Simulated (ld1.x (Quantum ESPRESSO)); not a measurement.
Pt (Z = 78): variants of one TM potential

Base potential:

* Element: platinum
* Generator: ld1.x (Quantum ESPRESSO) 7.5
* Type: norm-conserving Troullier–Martins (Kleinman–Bylander form)
* Functional: LDA (PZ)
* Relativity: scalar-relativistic
* Frozen core: [Kr] 4d10 4f14 5s2
* Valence charge: 16
* Reference configuration: 5p6 5d9 6s1 6p0
* Partial waves: 5p (bound): rc 1.15 bohr; 5d (bound): rc 1.95 bohr; 6s (bound): rc 2.00 bohr
* Local potential: the s channel
* Core correction: none

Cutoffs, loose and tight: the cutoffs (Ry, on a coarse ladder) from which the occupation-weighted sum of valence levels, in a spherical-Bessel basis at the reference potential, stays within 10 and 1 mRy of its value at 400 Ry. They do not see the model core or the augmentation charge, which bear on the density cutoff. Test errors are all-electron minus pseudo excitation energies from the reference, over the configurations 5p6 5d9 6s0 6p0; 5p6 5d8 6s0 6p0; 5p6 5d7 6s0 6p0; 5p6 5d6 6s0 6p0; 5p6 5d9 6s0 6p1; 5p6 5d8 6s1 6p0; 5p6 5d10 6s0 6p0 (two spin-polarised tests are not counted in the largest error). A dash means not determined; rows that change the core or the reference have their own tests. The largest error is taken over the tests solved by every variant that gives reliable tests at all: 5p6 5d10 6s0 6p0; 5p6 5d6 6s0 6p0; 5p6 5d7 6s0 6p0; 5p6 5d8 6s0 6p0; 5p6 5d8 6s1 6p0; 5p6 5d9 6s0 6p0; 5p6 5d9 6s0 6p1.

A true bound ghost makes a file unfit for plane-wave use even where its test errors are small: the radial tests pick states by their node count and pass the ghost by.

Cutoffs are not given where the Bessel-basis levels miss the radial ones by over 6 mRy, ghosts where they miss by over 20 mRy; a channel whose overlap is not positive is not tested.

| change | outcome | cutoff, loose | cutoff, tight | bound ghosts | largest test error (meV) |
| --- | --- | --- | --- | --- | --- |
| base | generated | 140 Ry | 200 Ry | none | -474 |
| type PAW; waves now 6s (bound): rcut 1.75, rcutus 2.00 bohr; 6s channel at -0.1 Ry: rcut 1.75, rcutus 2.00 bohr; 5p (bound): rc 1.15 bohr; 6p (bound): rc 1.15 bohr; 5d (bound): rcut 1.70, rcutus 1.95 bohr; 5d channel at 0.15 Ry: rcut 1.70, rcutus 1.95 bohr; local potential all-electron potential smoothed inside 1.50 bohr (lloc = -2); core correction a·sin(br)/r model core, default radius (ld1.x builds one for every PAW set, though the input has nlcc=.false.); augmentation PSQ, inside the norm-conserving radii | failed: invmat: error in DGETRF | – | – | – | – |
| wave 5p (bound): rc 1.15 bohr becomes 5p (bound): rc 1.40 bohr | generated | 90 Ry | 120 Ry | none | -472 |
| local potential all-electron potential smoothed inside 0.90 bohr (lloc = -1) | generated | 140 Ry | 200 Ry | s | +287 |
| wave 5d (bound): rc 1.95 bohr becomes 5d (bound): rc 1.44 bohr | generated | 140 Ry | 200 Ry | none | -474 |
| all radii scaled by about 1.08 (s 2.16, p 1.24, d 2.10 bohr) | generated | 120 Ry | 180 Ry | none | -492 |
| wave 6s (bound): rc 2.00 bohr becomes 6s (bound): rc 1.44 bohr | generated, misses its reference levels by 0.19 eV | – | – | none | +412 |

(1) What comes out with this change to the base: core [Xe] 4f14, valence charge 10; reference 5d9 6s1 6p0; waves now 6p (bound): rc 3.15 bohr; 5d (bound): rc 1.90 bohr; 6s (bound): rc 2.10 bohr; core correction Bessel-smoothed model core inside 1.80 bohr?

(2) What comes out with this change to the base: reference 5p6 5d8 6s0 6p0?

Answers

(1) outcome: generated; cutoff, loose: 40 Ry; cutoff, tight: 50 Ry; bound ghosts: none; largest test error (meV): -966.

(2) outcome: generated; cutoff, loose: 140 Ry; cutoff, tight: 200 Ry; bound ghosts: none; largest test error (meV): -256.
